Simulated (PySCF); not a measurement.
Members of the series GeXY, Y = fluoro; each row names its spin state. Gas-phase values, no solvent. One relaxed conformer stands for each flexible species; it need not be the lowest. Strings in code marks are SMILES.

Quantity: adiabatic spin-state energy, in kcal/mol.

A: `[F][Ge][Cl]`: multiplicity 3 minus multiplicity 1
B: `N#[C][Ge][F]`: multiplicity 3 minus multiplicity 1
C: `[C-]#[N+][Ge][F]`: multiplicity 3 minus multiplicity 1
D: `[F][Ge][F]`: multiplicity 3 minus multiplicity 1
E: `[F][Ge][SH]`: multiplicity 3 minus multiplicity 1
F: `[F][GeH]`: multiplicity 3 minus multiplicity 1

Problem. Order them by adiabatic spin-state energy (lowest first) at the level M06-2X/6-31G* // B3LYP-D3(BJ)/def2-TZVP (PySCF).

Solution. F (37.7 kcal/mol), B (48.9 kcal/mol), E (52.7 kcal/mol), C (61.3 kcal/mol), A (62.8 kcal/mol), D (74.2 kcal/mol)
